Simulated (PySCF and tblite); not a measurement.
Values are calculated unless marked as measured or tabulated.
Stationary points of [GeH5]- (charge -1) at PBE0-D3(BJ)/def2-TZVP, in Å:

Structure A

```
 1 Ge   -0.037    0.000   -0.001
 2 H    -0.394   -0.011    1.619
 3 H    -0.352    0.005   -1.629
 4 H     1.529    0.014    0.020
 5 H    -0.388    1.621    0.003
 6 H    -0.358   -1.627   -0.013
```

Structure B

```
 1 Ge    0.001    0.000   -0.004
 2 H    -0.022   -0.008    1.718
 3 H     0.022    0.009   -1.724
 4 H     1.588    0.015    0.017
 5 H    -0.805    1.368   -0.007
 6 H    -0.781   -1.382   -0.021
```

Geometries: PBE0-D3(BJ)/def2-TZVP; energies: PBE0/pcSseg-2 + D3(BJ); zero-point and thermal terms from GFN2-xTB harmonic modes (soft modes blended into free rotors).

Task: Which structure is a saddle point, and along which motion?

Result: A: one imaginary mode (461i cm⁻¹ at GFN2-xTB, mostly on H5, H3, H6), along the Berry pseudorotation at Ge1 with H4 as pivot.

Task: Give their symmetry and energies above the lowest.

Result: A C4v, 2.7 kcal/mol; B D3h, 0.0 kcal/mol.

The ion is treated without a counter-ion. Spin–orbit effects of heavy atoms on shieldings are missing.
